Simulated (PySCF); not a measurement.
# Unknown compound

The spectra below were simulated for a compound C5H10OSi3.

1H NMR (400 MHz, computed): δ 7.66 (m, 1H), 6.92 (m, 1H), 5.77 (m, 1H), 5.75 (m, 1H), 5.26 (m, 1H), 5.26 (m, 1H), 4.73 (m, 1H), 2.08 (s, 3H).

13C{1H} NMR (computed): δ 157.1 (CH), 155.5 (CH), 115.4 (C), 81.4 (C), 6.3 (CH3).

- geometry from GFN2-xTB
- shielding tensors at PBE0/pcSseg-1 (GIAO)
- run in PySCF
- no solvent, averaged over atoms made equivalent by symmetry, fast rotation or ring inversion, no relativistic terms, one computed conformer

Scale: TMS for 1H (σ = 31.72 ppm) and 13C (σ = 186.93 ppm) (reference shieldings calculated alike).

Problem. Choose the structure that fits.
A. C#C[Si@@H](C)[Si@H](C#C)O[SiH3]
B. CC#C[Si@@H]1C=C[SiH2]O[SiH2]1
C. C#C[Si@@H](O[SiH3])[SiH2]C#CC
D. c1coc([SiH]2[SiH2]C[SiH2]2)c1

Solution. B. 

1. Rings plus π bonds: 4 (1 ring in the answer).
2. 5 carbon signals for 5 carbons: no two carbons are equivalent.
3. Carbon types of the structure: 2 × C, 2 × CH, 1 × CH3, leaving 5 H on heteroatoms.
4. δC 157.1, 155.5: alkene CH; an sp2 carbon of a C=C bond.
5. δC 115.4, 81.4: alkyne carbon.
6. δC 6.3: propargylic methyl carbon; saturated and bonded to C and H only.
7. δH 7.66, 6.92: hydrogen on an alkene CH; olefinic region.
8. δH 5.77, 5.75: hydrogen on a silicon bonded to O, Si, in a 6-membered ring.

The others: C#C[Si@@H](C)[Si@H](C#C)O[SiH3] would give 6 signals for carbon-bound and other non-exchanging H, not 8; C#C[Si@@H](O[SiH3])[SiH2]C#CC would give 6 signals for carbon-bound and other non-exchanging H, not 8; c1coc([SiH]2[SiH2]C[SiH2]2)c1 has carbons computed at 155.7, 154.1, 128.9, 117.3, -10.0, with a different DEPT pattern.

Shifts are as computed. Against solution values, carbons near 30 ppm lie about +3 ppm off and those near 130 ppm about +5 ppm. Of 1211 compounds with measured shifts, 218 miss one by over three times the rms of a fit or turn the order of signals round; such compounds aren't used in these exercises. Multiplicities follow the n + 1 count of equivalent neighbours, as no J values were calculated; m marks all less simple cases, F and P coupling included.
